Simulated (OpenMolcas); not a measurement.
Cu2+ among 4 point charges of -2.5 e arranged as a tetrahedron (Td).

```yaml
Program: OpenMolcas 26.06
Method: CASSCF
Basis: ANO-RCC-VTZP [6s5p3d2f1g]
Scalar_Hamiltonian: DKH2, point nucleus
Active_space: 9 electrons in 5 orbitals (3d)
State_averaging: 2S+1 = 2 even, 5 roots
Spin-orbit_coupling: RASSI with atomic mean-field integrals over the reference wave functions
```

All point charges move together. At R = 1.75 Å |10Dq| is 1698 cm-1, and at R = 2.09 Å it is 979 cm-1.

A third run gives 1424 cm-1. What distance was it run at?

With a power law R^-n the two known points give n = -ln(979 / 1698) / ln(2.09 / 1.75) = 3.10. Then R = 1.75 × (1698 / 1424)^(1/3.10) = 1.852 Å. The run was at 1.88 Å, so the estimate is off by -0.028 Å.

An orbital triplet at a regular site is open to Jahn-Teller coupling, which can distort the site and quench the lowest spin-orbit gaps and is left out. The ground term spreads over less than 5000 cm-1, several times less than with real ligands, so orbital moments are less quenched and χT lies further from the spin-only value than at real sites. This is an electrostatic model: the charges have no orbitals. No measured value stands beside these numbers.
